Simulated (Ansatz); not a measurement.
`FB1CC1Cl` + H–F → `FB1CC1F` + HCl at 400 K and 1 bar (substitution at a C–Cl bond).

Isolated molecules relaxed with PBE0-D4/def2-TZVP in Ansatz; ΔE leaves out vibrations. CCSD(T)/CBS adds triple-zeta CCSD(T) − MP2 to the extrapolated MP2 energy (def2 sets, frozen cores). This one scheme is used for every species.

```
   species  CCSD(T)/CBS energy (Eh)  H − E (kJ/mol)  S (J/(mol·K))
`FB1CC1Cl`               -662.27153           156.3          340.6
       H–F               -100.39570            36.5          182.2
 `FB1CC1F`               -302.27015           158.4          327.4
       HCl               -460.38127            29.6          195.4
```

H − E and S are ideal-gas, rigid-rotor, harmonic terms from PBE0-D4/def2-TZVP, for one conformer and one mirror image of each species. 1 Eh = 2625.50 kJ/mol, R = 8.31446 J/(mol·K).

By hand: ΔE, ΔH, ΔS and ΔG.

ΔE = (-302.27015) + (-460.38127) − (-662.27153) − (-100.39570) = 0.01581 Eh = 41.5 kJ/mol. Δ(H − E) = 158.4 + 29.6 − 156.3 − 36.5 = -4.8, so ΔH = 36.7 kJ/mol. ΔS = 327.4 + 195.4 − 340.6 − 182.2 = 0.0 J/(mol·K). ΔG = 36.7 − 400 × (0.0)/1000 = 36.7 kJ/mol.

By hand: the equilibrium constant, and the temperature at which ΔG would vanish if ΔH and ΔS stayed fixed.

log₁₀ K = −ΔG/(RT ln 10) = -4.8. With ΔH or ΔS at zero there is no such temperature.

The number of gas molecules stays the same, so ΔS is small and ΔH decides. A doubt of 5 kJ/mol in ΔE shifts log₁₀ K by 0.7 here. Other conformers and mirror images would add mixing entropy, several J/(mol·K) or more a flexible species. These are equilibria of isolated gas molecules and say nothing of rates. Largest T1 diagnostic: 0.013 (customary marks: 0.02 for closed shells, 0.045 for open ones).

ΔS is within the doubt of such terms, so its sign, and with it that verdict, could turn.
